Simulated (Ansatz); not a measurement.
Gas-phase electronic energies from Ansatz, PBE0-D4/def2-TZVP geometries. CCSD(T)/CBS adds triple-zeta CCSD(T) − MP2 to the extrapolated MP2 energy (def2 sets, frozen cores). This one scheme is used for every species. Functionals use def2-TZVPP. B3LYP here is the variant with VWN-RPA as its local correlation; programs differ in this. Each species was taken in one conformer, which may not be the lowest.

Consider the hydrogenolysis of a C–Si bond: `N[SiH](F)C[SiH3]` + H₂ → `C[SiH3]` + `N[SiH2]F`.

| level | ΔE (kJ/mol) | difference from CCSD(T)/CBS |
| --- | --- | --- |
| PBE-D4 | -3.2 | 2.4 |
| r2SCAN-D4 | -3.2 | 2.4 |
| PBE0-D4 | -5.4 | 0.2 |
| B3LYP-D4 | -8.4 | -2.8 |
| ωB97X-V | -8.4 | -2.8 |
| B2PLYP | -16.5 | -10.9 |
| r2SCAN | -6.0 | -0.4 |
| PBE0 | -14.3 | -8.7 |
| B3LYP | -24.2 | -18.6 |
| HF/def2-TZVPP | -36.0 | -30.4 |
| MP2/def2-TZVPP | -2.8 | 2.8 |
| SCS-MP2/def2-TZVPP | -10.9 | -5.3 |
| CCSD/def2-TZVPP | -13.2 | -7.6 |
| HF/def2-QZVPP | -36.3 | -30.7 |
| HF/CBS(def2) | -36.4 | -30.8 |
| MP2/CBS(def2) | -0.4 | 5.2 |
| CCSD(T)/CBS | -5.6 | 0 |

Largest T1 diagnostic among the species: 0.011.

In def2-TZVPP, CCSD(T) changes the Hartree–Fock value by +28.0 kJ/mol (the triples alone add +5.2 kJ/mol) and MP2 by +33.2 kJ/mol. The D4 term adds +15.8 kJ/mol with B3LYP and +8.9 kJ/mol with PBE0; it sums over pairs of atoms, weighted by their polarisabilities, and B3LYP, whose exchange is more repulsive, gets the larger term.
